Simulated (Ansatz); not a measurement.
A calculation with Ansatz (development build ahead of 0.2.0).

```yaml
crystal:
  periodic: [false, false, false]
  atoms:
    - { symbol: Cr, position_ang: [0.0, 0.0, 0.0] }
    - { symbol: Cl, position_ang: [0.0, 0.0, 3.8675] }
basis:
  gaussian: { orbitals: pcseg-2 }
magnetization:
  spin_polarized: true
  initial_magnetization: 5
hamiltonian:
  xc: r2scan
```

The input is written out in the form of the current development build from the run's settings.

Output:

```json
{
  "Converged": "yes",
  "Total energy": "-1504.59731 hartree",
  "Spin squared of the determinant": "9.134",
  "Stability test": "minimum"
}
```

Caution: the unrestricted determinant is spin contaminated.
